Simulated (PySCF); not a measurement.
Excitations are Tamm–Dancoff values on a coarser integration grid. The basis has no diffuse functions, so Rydberg states are missing or too high.

Z-matrix (Å, degrees):
```
C
C 1 1.3304
H 2 1.0864 1 122.38
H 2 1.0866 3 116.20 1 179.55
H 1 1.0899 2 118.25 3 -0.03
Si 1 1.8573 5 118.84 2 179.70
O 6 1.6492 1 111.36 5 -173.54
H 7 0.9578 6 117.25 1 73.36
H 6 1.4835 7 105.80 8 -165.94
H 6 1.4915 9 108.91 7 -119.44
```
Charge 0, spin multiplicity 1.

Task: Predict the HOMO, total energy and S1 excitation (TDA) from PBE0-D4/def2-TZVP in PySCF.

Result: 
```yaml
HOMO: -7.96 eV
total_energy: -444.3303 Ha
S1 excitation (TDA): 6.49 eV
```
